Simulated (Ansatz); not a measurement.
Isolated molecules relaxed with PBE0-D4/def2-TZVP in Ansatz; ΔE leaves out vibrations. CCSD(T)/CBS is the MP2 limit (def2-TZVPP, def2-QZVPP) plus CCSD(T) − MP2 in def2-TZVPP, frozen cores. This one scheme is used for every species, atoms too. Functionals use def2-TZVPP. B3LYP here is the variant with VWN-RPA as its local correlation; programs differ in this. No spin–orbit coupling; open shells (•) take unrestricted orbitals. Spin–orbit coupling would lower the free atoms: a little for B, C, F. Each species was taken in one conformer, which may not be the lowest.

Consider the atomization: `CBB(C)F` → 2 B• + 2 C• + F• + 7 H•.

```json
{"level": "PBE-D4", "ΔE (kcal/mol)": "1143.7", "difference from CCSD(T)/CBS": "25.7"}
{"level": "r2SCAN-D4", "ΔE (kcal/mol)": "1131.4", "difference from CCSD(T)/CBS": "13.4"}
{"level": "PBE0-D4", "ΔE (kcal/mol)": "1130.6", "difference from CCSD(T)/CBS": "12.6"}
{"level": "B3LYP-D4", "ΔE (kcal/mol)": "1127.3", "difference from CCSD(T)/CBS": "9.3"}
{"level": "B2PLYP", "ΔE (kcal/mol)": "1116.3", "difference from CCSD(T)/CBS": "-1.7"}
{"level": "PBE", "ΔE (kcal/mol)": "1139.5", "difference from CCSD(T)/CBS": "21.5"}
{"level": "r2SCAN", "ΔE (kcal/mol)": "1130.3", "difference from CCSD(T)/CBS": "12.3"}
{"level": "PBE0", "ΔE (kcal/mol)": "1127.1", "difference from CCSD(T)/CBS": "9.1"}
{"level": "HF/def2-TZVPP", "ΔE (kcal/mol)": "876.7", "difference from CCSD(T)/CBS": "-241.3"}
{"level": "MP2/CBS(def2)", "ΔE (kcal/mol)": "1135.1", "difference from CCSD(T)/CBS": "17.1"}
{"level": "CCSD(T)/CBS", "ΔE (kcal/mol)": "1118.0", "difference from CCSD(T)/CBS": "0"}
```

Largest T1 diagnostic among the species: 0.014.

The D4 term adds +6.7 kcal/mol with B3LYP and +3.5 kcal/mol with PBE0; it sums over pairs of atoms, weighted by their polarisabilities, and B3LYP, whose exchange is more repulsive, gets the larger term. In def2-TZVPP, CCSD(T) changes the Hartree–Fock value by +219.4 kcal/mol (the triples alone add +11.8 kcal/mol) and MP2 by +236.5 kcal/mol; breaking electron pairs costs correlation energy, which Hartree–Fock lacks. From PBE to PBE0 (25 % exact exchange), in def2-TZVPP and without D4, ΔE moves by −12.4 kcal/mol: exact exchange takes away binding that semilocal exchange gives to molecules.

For atomizations the MP2-based limit and the directly extrapolated one differ by several kJ/mol either way, and by 10 to 25 for some Ge, Se and Sn compounds, so smaller differences from it don't rank the levels.
